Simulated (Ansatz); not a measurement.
Species: YBr, charge 0, multiplicity 1. 
Geometry from a B3LYP-D3(BJ)/def2-TZVP (Ansatz, an electronic-structure program) optimisation:
```
Y
Br 1 2.5627
```
Charge 0, spin multiplicity 1.

Total electronic energies in hartree. Correlated levels leave the core frozen unless marked. No spin-orbit coupling. Frozen are the shells of the preceding noble gas and the d and f shells that filled before the atom's block. Past Kr the def2 sets carry scalar-relativistic core potentials. CBS marks a two-point X^-3 extrapolation of the correlation energy; Hartree-Fock from the larger set.

The Hartree-Fock reference is unstable (checked in the largest basis), which strains HF and MP2. 

```json
[
 {"level": "HF/def2-SVP", "program": "Ansatz", "energy (Eh)": "-2610.02776"},
 {"level": "HF/def2-SVPD", "program": "Ansatz", "energy (Eh)": "-2610.03150"},
 {"level": "PBE-D3(BJ)/def2-TZVPD", "program": "Ansatz + dftd3", "energy (Eh)": "-2612.11616"},
 {"level": "revPBE-D3(BJ)/def2-TZVPD", "program": "Ansatz + dftd3", "energy (Eh)": "-2612.31034"},
 {"level": "B2GP-PLYP-D3(BJ)/def2-TZVPD", "program": "Ansatz + dftd3", "energy (Eh)": "-2611.77395"},
 {"level": "PBE-QIDH/def2-TZVPD", "program": "Ansatz", "energy (Eh)": "-2611.71534"},
 {"level": "SCS-MP2/def2-TZVPP", "program": "Ansatz", "energy (Eh)": "-2610.55839"},
 {"level": "CCSD(T)/def2-SVP", "program": "Ansatz", "energy (Eh)": "-2610.20843"},
 {"level": "CCSD(T)/CBS(def2-TZVPPD,def2-QZVPPD)", "program": "Ansatz", "energy (Eh)": "-2610.6777"}
]
```

Totals of different functionals don't rank their quality; only differences between species are comparable.
